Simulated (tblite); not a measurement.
Isomers of C5H6FNSi. Computed values, GFN2-xTB/tblite, gas phase, harmonic and unscaled. Against measured fundamentals such values can be off by several per cent, at times by over 20. Modes of hydrogen on silicon can be 10 to 20 % off. One conformer each.

Electronic energies: GFN2-xTB at the same geometries; isomer energies are rough at this level and their order can be wrong.

```json
{"SMILES": "C#C[Si@H]1[C@H](F)[C@@H]1N=C", "electronic energy, lowest = 0 (kcal/mol)": "106.7"}
{"SMILES": "[H]/N=C/[C@H]1[C@H](F)[Si@H]1C#C", "electronic energy, lowest = 0 (kcal/mol)": "104.3"}
{"SMILES": "N#CC(/C=C\\F)=C/[SiH3]", "electronic energy, lowest = 0 (kcal/mol)": "60.9"}
{"SMILES": "C#C[Si@](N)(F)C#CC", "electronic energy, lowest = 0 (kcal/mol)": "41.9"}
{"SMILES": "N#CC1=CC[Si@H](F)C1", "electronic energy, lowest = 0 (kcal/mol)": "0.0"}
```

Question: How do GFN2-xTB zero-point energies change the relative energies?

Answer: 
```
                          SMILES  ZPE (kcal/mol)  of it from modes above 1550 cm⁻¹  electronic (kcal/mol)  with ZPE, lowest = 0 (kcal/mol)  lowest mode (cm⁻¹)  rings
             N#CC1=CC[Si@H](F)C1            60.2                              30.6                    0.0                              0.0                  48      1
              C#C[Si@](N)(F)C#CC            58.6                              34.3                   41.9                             40.3                  32      0
           N#CC(/C=C\F)=C/[SiH3]            55.5                              30.9                   60.9                             56.1                  38      0
[H]/N=C/[C@H]1[C@H](F)[Si@H]1C#C            58.0                              31.2                  104.3                            102.0                  59      1
    C#C[Si@H]1[C@H](F)[C@@H]1N=C            57.4                              30.9                  106.7                            103.9                  69      1
```

The zero-point energies span 4.7 kcal/mol, from `N#CC(/C=C\F)=C/[SiH3]` to `N#CC1=CC[Si@H](F)C1`. The order is unchanged.

Question: What do entropy and thermal enthalpy add at 298.15 K and 1 bar (rigid rotor, harmonic oscillator, one conformer each)?

Answer: 
| SMILES | point group | symmetry number | S (cal/(mol K)) | H − H(0) (kcal/mol) | ZPE + H − H(0) − TS (kcal/mol) |
| --- | --- | --- | --- | --- | --- |
| N#CC1=CC[Si@H](F)C1 | C1 | 1 | 91.1 | 5.94 | 39.0 |
| C#C[Si@](N)(F)C#CC | C1 | 1 | 106.9 | 7.86 | 34.6 |
| [H]/N=C/[C@H]1[C@H](F)[Si@H]1C#C | C1 | 1 | 96.2 | 6.64 | 35.9 |
| C#C[Si@H]1[C@H](F)[C@@H]1N=C | C1 | 1 | 96.3 | 6.70 | 35.4 |

Not tabulated: `N#CC(/C=C\F)=C/[SiH3]` (point group not settled).
